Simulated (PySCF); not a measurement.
[RuF2]+: from structure and modes to constants

Level of theory: PySCF, UPBE0, basis Ru def2-TZVP with ECP28, F def2-TZVP (scalar-relativistic core potentials, no spin–orbit coupling, density fitting).

The quartet minimum has D∞h symmetry. Masses (u): Ru 101.90435, F 18.99840.

```xyz
3
charge 1 multiplicity 4, angstrom
Ru    0.0000    0.0000    0.0000
F     0.0000    0.0000    1.7882
F     0.0000    0.0000   -1.7882
```

Harmonic wavenumbers (cm⁻¹): 147.7 (πu, ×2), 752.8 (σg+, ×1), 794.1 (σu+, ×1).

(1) Find the principal moments of inertia and the rotational constants. What kind of rotor is it?

(2) What is the harmonic zero-point energy?

(3) Find the bond force constant k and the stretch–stretch coupling k′ of the valence force field.

Answers

(1) About the centre of mass I = 121.5 u Å². With B = 16.8576/I this gives 0.1387 cm⁻¹. The molecule is linear.

(2) Half the sum of all 4 wavenumbers, 1842/2 = 921 cm⁻¹, which is 11.0 kJ/mol (1 cm⁻¹ = 0.0119627 kJ/mol).

(3) For linear XMX, 4π²c²ω(σg)² = (k + k′)/mX and 4π²c²ω(σu)² = (k − k′)(1 + 2mX/mM)/mX. So k + k′ = 6.344 and k − k′ = 5.141 mdyn/Å, giving k = 5.743 and k′ = 0.601 mdyn/Å.

Other isomers or separated fragments may lie lower. Open d and f shells are described by one determinant, and the ground state may have another occupation or spin.
